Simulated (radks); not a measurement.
The vanadium ion V2+ inside a hard spherical wall (all orbitals vanish at R), configuration held at [Ar] 3d3 and not refilled when levels cross. Calculated with a radial shooting solver on a logarithmic mesh with Libxc functionals: scalar-relativistic Kohn-Sham, PBE, spin-polarised, spherical densities, finite nucleus; open shells are filled with parallel spins first; Fermi nuclear charge, rms radius 3.6002 fm. Eigenvalues in eV for spin up, with the zero of energy where the potential of the charges vanishes at infinity; a dash marks a level that is unbound or too diffuse for the functional's potential to be trusted. A positive occupied level is held by the wall or, in an anion where self-interaction has pushed it up, behind a barrier. The pressure on the wall is -dE/dV.

| R (bohr) | E (hartree) | kinetic (hartree) | e(2p) | e(3s) | e(3p) | e(3d) | e(4s, empty) | e(4p, empty) | pressure (GPa) |
|---|---|---|---|---|---|---|---|---|---|
| free | -948.26887 | 957.086 | -519.59 | -87.869 | -61.671 | -22.343 | -18.288 | -13.355 | 0 |
| 15 | -948.26887 | 957.086 | -519.59 | -87.869 | -61.671 | -22.343 | -18.288 | -13.355 | < 0.0001 |
| 12 | -948.26887 | 957.086 | -519.59 | -87.869 | -61.671 | -22.343 | -18.288 | -13.355 | < 0.0001 |
| 10 | -948.26887 | 957.086 | -519.59 | -87.869 | -61.671 | -22.343 | -18.288 | -13.354 | < 0.0001 |
| 8 | -948.26886 | 957.086 | -519.59 | -87.868 | -61.670 | -22.342 | -18.282 | -13.319 | 0.000438 |
| 6 | -948.26846 | 957.091 | -519.55 | -87.839 | -61.642 | -22.314 | -18.099 | -12.811 | 0.0550 |
| 4 | -948.24595 | 957.242 | -518.58 | -87.083 | -60.914 | -21.484 | -14.334 | -6.912 | 6.66 |
| 3 | -948.08536 | 958.129 | -514.92 | -84.511 | -58.362 | -18.192 | -0.760 | 10.029 | 107 |
| 2.5 | -947.65986 | 960.354 | -508.70 | -80.405 | -54.058 | -12.619 | 20.964 | 34.489 | 584 |
| 1.5 | -937.06751 | 1000.753 | -444.03 | -28.182 | 2.149 | 48.375 | 246.34 | 259.39 | 38100 |
